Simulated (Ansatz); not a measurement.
Gas-phase electronic energies from Ansatz, PBE0-D4/def2-TZVP geometries. CBS: MP2 limit from def2 TZ/QZ plus the TZ coupled-cluster correction, frozen cores. Functionals use def2-TZVPP. For Br outer-core shells are correlated without core-valence functions, which leaves a few kJ/mol of doubt a bond. Scalar relativity is left out up to krypton. Each species was taken in one conformer, which may not be the lowest.

Reaction (cleavage of the Si–Si bond): `[SiH3][SiH2][SiH2][SiH3]` + `[OH][Al]([Cl])[Br]` → `[SiH3][O][Al]([Cl])[Br]` + trisilane

```json
{"level": "revPBE-D4", "ΔE (kJ/mol)": "-69.4", "difference from CCSD(T)/CBS": "28.7"}
{"level": "r2SCANh-D4", "ΔE (kJ/mol)": "-92.4", "difference from CCSD(T)/CBS": "5.7"}
{"level": "CAM-B3LYP-D4", "ΔE (kJ/mol)": "-106.8", "difference from CCSD(T)/CBS": "-8.7"}
{"level": "ωB97X-V", "ΔE (kJ/mol)": "-96.9", "difference from CCSD(T)/CBS": "1.2"}
{"level": "B2PLYP", "ΔE (kJ/mol)": "-105.9", "difference from CCSD(T)/CBS": "-7.8"}
{"level": "PBE-QIDH", "ΔE (kJ/mol)": "-94.9", "difference from CCSD(T)/CBS": "3.2"}
{"level": "HF/def2-TZVPP", "ΔE (kJ/mol)": "-134.4", "difference from CCSD(T)/CBS": "-36.3"}
{"level": "CCSD(T)/def2-TZVPP", "ΔE (kJ/mol)": "-99.4", "difference from CCSD(T)/CBS": "-1.3"}
{"level": "SCS-MP2/def2-QZVPP", "ΔE (kJ/mol)": "-112.0", "difference from CCSD(T)/CBS": "-13.9"}
{"level": "CCSD/CBS(def2)", "ΔE (kJ/mol)": "-103.4", "difference from CCSD(T)/CBS": "-5.3"}
{"level": "CCSD(T)/CBS", "ΔE (kJ/mol)": "-98.1", "difference from CCSD(T)/CBS": "0"}
```

Largest T1 diagnostic among the species: 0.014.

From r2SCAN to r2SCAN0 (25 % exact exchange), in def2-TZVPP and without D4, ΔE moves by −4.4 kJ/mol. Leaving LDA and LC-ωPBE aside and taking each functional with its dispersion term where it has one, the values, not all of them listed here, spread over 41.6 kJ/mol, from BHLYP-D4 to revPBE-D4.
